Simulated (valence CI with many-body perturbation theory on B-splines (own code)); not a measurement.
The numbers below are computed, except where a source is named.
## Basis-set convergence for Eu31+

Level of theory: relativistic CI+MBPT: four valence electrons over a frozen Dirac-Fock core [Ar] 3d10, radial functions for each j: 9 s, 9 p, 8 d, 6 f, 3 g, 1 h, with the one-electron correlation potential Σ1, the two-electron term Σ2, the three-electron term Σ3, Breit, model QED; selected CI, second order for the rest, scaled by the run's own slope (own B-spline code, finite nucleus).

No measured spectrum was set against this ion. As an estimate, large intervals hold to a few tenths of a per cent, small ones and those within an open d or f shell to about a per cent.

The reference run has the lowest level (4s^2 4p1/2^2) J=0 and an ionisation energy of 1251.02 eV. Its largest variational space holds 20000 state functions.

Levels are named by their leading jj configuration (3d3/2^4 stands for four electrons in 3d with j = 3/2), which in mixed levels can hold well under half, so a name can repeat and another be missing. Letters in brackets count levels of one name in rising energy.

Changed runs:
A. basis 6 s, 6 p, 5 d, 3 f, 1 g
B. basis 5 s, 5 p, 4 d, 2 f

Excitation energies of the reference run in cm⁻¹, and shifts in cm⁻¹:

| Level | Reference | A | B |
| --- | --- | --- | --- |
| (4s^2 4p1/2 4p3/2) J=1 | 294128 | -97 | -365 |
| (4s^2 4p1/2 4p3/2) J=2 | 320816 | +6.0 | +102 |
| (4s^2 4p3/2^2) J=2 | 635066 | -57 | -106 |
| (4s^2 4p3/2^2) J=0 | 694643 | +68 | +475 |
| (4s 4p1/2^2 4p3/2) J=2 | 852405 | -147 | -527 |
| (4s 4p1/2^2 4p3/2) J=1 | 944828 | +14 | +179 |
| (4s 4p1/2 4p3/2^2) J=2 [a] | 1122980 | -229 | -816 |
| (4s 4p1/2 4p3/2^2) J=3 | 1175480 | -112 | -322 |
| (4s^2 4p1/2 4d3/2) J=2 | 1206450 | -36 | +21 |
| (4s 4p1/2 4p3/2^2) J=0 | 1231100 | -14 | +116 |
| (4s 4p1/2 4p3/2^2) J=1 [a] | 1255150 | -26 | +62 |
| (4s 4p1/2 4p3/2^2) J=1 [b] | 1295060 | +83 | +522 |
| Ionisation energy (eV) | 1251.02 | -0.035 | -0.14 |
